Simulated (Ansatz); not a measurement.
Coupled-cluster run, CHClF$_{4}$OSn (`[F][SnH]([Cl])[O]C(F)(F)F`).

```yaml
crystal:
  periodic: [false, false, false]
  atoms:
    - {symbol: F, position_ang: [-2.462109, 0.439154, -0.412165]}
    - {symbol: Sn, position_ang: [-0.800753, 1.260625, -0.017369]}
    - {symbol: Cl, position_ang: [-0.624374, 1.353999, 2.255355]}
    - {symbol: O, position_ang: [0.568877, 0.043480, -0.739620]}
    - {symbol: C, position_ang: [0.896786, -1.126517, -0.205693]}
    - {symbol: F, position_ang: [1.915289, -1.016231, 0.655273]}
    - {symbol: F, position_ang: [-0.127896, -1.679724, 0.474071]}
    - {symbol: F, position_ang: [1.262764, -1.983834, -1.152733]}
    - {symbol: H, position_ang: [-0.628585, 2.709059, -0.857120]}
basis:
  gaussian: {orbitals: def2-TZVPP}
correlation: {method: ccsd_t}
```

```sh
$ ansatz run in.yaml --threads 2 --pin off --events-out ev --progress --plain --max-ram 22528MiB --backend cuda --devices 0, --max-vram 18GiB
```

Output of Ansatz, abridged:

```
Functional definition: HF
  name "HF"
  cite "Fock, Z. Phys. 61, 126 (1930) doi:10.1007/BF01340294"
  parent pbe
  exchange = exact_x
  correlation = 0
2046 factors; integrals over basis functions are off by at most 1.0e-3 eV
mean field evaluation 1: about -32219.0609 eV, gradient 6.1e1 eV
mean field evaluation 2: about -32219.3995 eV, gradient 6.2e1 eV
mean field evaluation 4: about -32225.8127 eV, gradient 3.9e0 eV
mean field evaluation 8: about -32225.8849 eV, gradient 4.2e-1 eV
mean field evaluation 16: about -32225.8858 eV, gradient 1.1e-6 eV
mean field -32225.88580714 eV, -1184.2794599226 hartree, gradient 1.1e-6 eV, S^2 0.000000; 0 other end points of the search recorded, 0 dependent functions left out
15 core orbitals not correlated: weight in the atoms' cores, before any rotation towards them, 1.000 or more for the frozen orbitals, at most 0.000 for the correlated occupied ones
reference -32225.88580714 eV, -1184.2794599226 hartree; 30, 30 occupied and 247, 247 virtual orbitals, 2046 factors
second order -51.12756228 eV of doubles, -0.00000000 eV of singles
cycle   1  -50.14477372 eV  change    9.8e-1 eV  update   1.5e-1
cycle   2  -51.21171811 eV  change    -1.1e0 eV  update   4.4e-2
cycle   3  -51.44467747 eV  change   -2.3e-1 eV  update   2.3e-2
cycle   4  -51.41819848 eV  change    2.6e-2 eV  update   5.5e-3
cycle   5  -51.40739308 eV  change    1.1e-2 eV  update   2.3e-3
cycle   6  -51.40906842 eV  change   -1.7e-3 eV  update   7.4e-4
cycle   7  -51.40920351 eV  change   -1.4e-4 eV  update   2.4e-4
cycle   8  -51.40897404 eV  change    2.3e-4 eV  update   8.5e-5
cycle   9  -51.40895944 eV  change    1.5e-5 eV  update   3.3e-5
perturbative correction -1.72432720 eV, -0.0633678557 hartree
Total energy: -32279.01909378 eV, -1186.2320721913 hartree
```

Run time 10 s (2 threads of an AMD EPYC 7R13 on a shared host and a share of an NVIDIA H100 80 GB); peak host memory 0.85 GiB.

The correlation energy is -53.133 eV, 3.2 % of it from (T); the T1 diagnostic reads 0.0130.
